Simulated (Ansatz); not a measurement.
`CS[SiH2]S` → H₂S + `CS[SiH]`  (silylene formation by 1,1-elimination)

Isolated molecules relaxed with PBE0-D4/def2-TZVP in Ansatz; ΔE leaves out vibrations. CBS: MP2 limit from def2 TZ/QZ plus the TZ coupled-cluster correction, frozen cores. This one scheme is used for every species. Functionals use def2-TZVPP. B3LYP here is the variant with VWN-RPA as its local correlation; programs differ in this. Each species was taken in one conformer, which may not be the lowest.

```
             level  ΔE (kJ/mol)
         r2SCAN-D4        231.8
          B3LYP-D4        212.0
        r2SCAN0-D4        238.9
            B2PLYP        211.0
             B3LYP        196.5
RPA@PBE/def2-TZVPP        196.0
     CCSD/def2-SVP        199.7
    CCSD/CBS(def2)        220.6
```

(1) What does CCSD(T)/CBS give? (An estimate is asked.)

Largest T1 diagnostic among the species: 0.016.

Answers

(1) Computed: +221.4 kJ/mol. The listed levels differ from it by 10.4, -9.4, 17.5, -10.4, -24.9, -25.4, -21.7, -0.8 kJ/mol.

At CCSD(T), def2-SVP lies −22.3 kJ/mol from the extrapolated value and def2-TZVPP −7.8 kJ/mol. From PBE to PBE0 (25 % exact exchange), in def2-TZVPP and without D4, ΔE moves by +16.1 kJ/mol.
